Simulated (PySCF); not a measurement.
Compound: C5H11O2 (doublet state).
Geometry (GFN2-xTB, Å), atoms numbered from 1 in this order:
```xyz
18
C5H11O2 angstrom
C      2.708    0.311    0.286
O      1.909    1.450    0.070
C      0.814    1.264   -0.738
O      0.211    0.050   -0.775
C     -1.126   -0.030   -0.257
C     -1.727   -1.333   -0.766
C     -1.116    0.037    1.269
H      3.487    0.613    0.983
H      3.159   -0.031   -0.651
H      2.121   -0.509    0.710
H      0.198    2.153   -0.778
H     -1.696    0.825   -0.653
H     -1.150   -2.175   -0.394
H     -2.755   -1.425   -0.428
H     -1.705   -1.353   -1.852
H     -0.604   -0.832    1.678
H     -0.600    0.935    1.604
H     -2.135    0.055    1.648
```

The hyperfine couplings belong to this conformer and change with its torsions.

As a line formula: `CC(O[CH]OC)C` [radical].

Method used: UKS B3LYP, pcH-1 on C H O, non-relativistic, mean-field spin-orbit, GIAO (PySCF). Isolated species at its GFN2-xTB geometry (one conformer only). The geometry wasn't refined by DFT: couplings that depend on bond lengths, twists or pyramidal angles can differ widely from those at the functional's own minimum. No stability test was run, so a lower SCF solution isn't excluded.

Question: The isotropic 13C couplings, averaged over equivalent nuclei, are +273.4, +47.6, +3.7, -1.1 MHz. Assign them to C1; C3; C5; C6/C7.

Answer: 
```json
{"site": "C1", "a_iso (MHz)": "+3.7", "ρ(0) (bohr⁻³)": "+0.0033", "position": "2 bonds from C3", "distance from C3 (Å)": "2.35", "spin population": "-0.01", "largest |T| (MHz)": "2.7"}
{"site": "C3", "a_iso (MHz)": "+273.4", "ρ(0) (bohr⁻³)": "+0.2432", "position": "largest spin population", "distance from C3 (Å)": "0.00", "spin population": "+0.83", "largest |T| (MHz)": "144.8"}
{"site": "C5", "a_iso (MHz)": "+47.6", "ρ(0) (bohr⁻³)": "+0.0424", "position": "2 bonds from C3", "distance from C3 (Å)": "2.38", "spin population": "+0.03", "largest |T| (MHz)": "9.3"}
{"site": "C6/C7", "a_iso (MHz)": "-1.1", "ρ(0) (bohr⁻³)": "-0.0010", "position": "3 bonds from C3", "distance from C3 (Å)": "3.34", "spin population": "0.00", "largest |T| (MHz)": "1.2"}
```

Question: The isotropic 17O couplings are -94.1, -23.3 MHz. Assign them to O2; O4.

Answer: 
```csv
site,a_iso (MHz),ρ(0) (bohr⁻³),position,distance from C3 (Å),spin population,largest |T| (MHz)
O2,-23.3,+0.0385,1 bond from C3,1.37,+0.11,61.6
O4,-94.1,+0.1551,1 bond from C3,1.36,+0.03,28.7
```

ρ(0) is the spin density at the nucleus and T the dipolar tensor; entries for several nuclei are means. The Mulliken spin populations are largest on C3 (+0.83) and O2 (+0.11). No atom but C3 exceeds +0.15. The angles at C3 add up to 349.6°, so it is slightly pyramidal.

β density exceeds α density at some nuclei, such as H11 (-0.0041), spin density in bohr⁻³. In a single determinant that takes different orbitals for the two spins, that is spin polarisation.

Nuclei that the bonding pattern makes equivalent are averaged, as if the motion that swaps them (rotation, inversion, ring flip) were fast. The three 1H nuclei of mean +7.6 MHz run from -2.0 to 14.5 MHz in the frozen geometry.
